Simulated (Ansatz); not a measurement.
H₄O₂SiZn, SMILES `O[SiH2][O][ZnH]`, 8 atoms. The species carries charge 0 and has multiplicity 1. For Zn the d shell is correlated and the shells below it are frozen. Scalar relativity is left out up to krypton. All runs use 4 threads of an Intel Xeon 6975P-C on a shared host. Correlated methods freeze the cores.

Problem. How many basis functions does each run have, and how long does it take in Ansatz? RKS PBE-D4/def2-TZVPP energy and forces; RKS r2SCANh-D4/def2-TZVPP energy; RHF-MP2 with 3s3p of Cu, Zn/def2-QZVPP energy; RKS PBE0-D4/def2-TZVP relaxation (20 steps); RKS PBE0-D4/def2-TZVP frequencies; direct RPA on PBE orbitals with 3s3p of Cu, Zn/def2-TZVPP energy; RKS PBE0-D4/def2-QZVPP energy; RKS ωB97M-V/def2-SVP energy; RKS PBE0-D4/def2-TZVPP energy; RHF-CCSD(T) with 3s3p of Cu, Zn/def2-TZVPP energy; RKS SPW92 (LDA)/def2-TZVPP energy; RKS ωB97M-V/def2-QZVPP energy. (An estimate is asked.)

Solution. Ansatz gave: Other jobs shared the machine, so times are rough.

```
                                                    level                    job  functions  wall time  peak host memory (GiB)
                               RKS SPW92 (LDA)/def2-TZVPP                 energy        224      0.6 s                    0.29
                                    RKS PBE-D4/def2-TZVPP      energy and forces        224      1.1 s                     0.3
                                   RKS PBE0-D4/def2-TZVPP                 energy        224      1.4 s                    0.59
                                     RKS ωB97M-V/def2-SVP                 energy         97      1.9 s                    0.44
                                RKS r2SCANh-D4/def2-TZVPP                 energy        224        2 s                     0.6
direct RPA on PBE orbitals with 3s3p of Cu, Zn/def2-TZVPP                 energy        224        2 s                    0.48
                                   RKS PBE0-D4/def2-QZVPP                 energy        404      3.5 s                     1.4
                                   RKS ωB97M-V/def2-QZVPP                 energy        404      7.5 s                     1.7
                   RHF-MP2 with 3s3p of Cu, Zn/def2-QZVPP                 energy        404      8.5 s                     1.9
               RHF-CCSD(T) with 3s3p of Cu, Zn/def2-TZVPP                 energy        224       23 s                     3.7
                                    RKS PBE0-D4/def2-TZVP  relaxation (20 steps)        171       27 s                     0.5
                                    RKS PBE0-D4/def2-TZVP            frequencies        171       45 s                    0.48
```
